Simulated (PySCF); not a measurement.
C₃H₄F₂Si, SMILES C(F)(C#C)([SiH3])F.

Geometry optimised at PBE-D3(BJ)/def2-SVP. This is a generated structure with no PubChem entry under its InChIKey; it may be hypothetical.

All values below come from PBE/def2-TZVP (PySCF).

Isolated molecule, no solvent.

```json
{
  "total_energy": "-605.45778 hartree",
  "point_group": "Cs",
  "highest_occupied_level": "-7.12 eV",
  "lowest_empty_level": "-1.51 eV",
  "orbital_gap": "5.61 eV",
  "dipole_moment": "2.13 D",
  "quadrupole, principal values (traceless, Buckingham form, about the centre of nuclear charge)": "-5.62, -3.92, 9.54 D·Å",
  "mean_static_polarisability": "64.8 bohr³ (9.60 Å³)",
  "polarisability_principal_values": "51.8, 56.7, 85.8 bohr³"
}
```
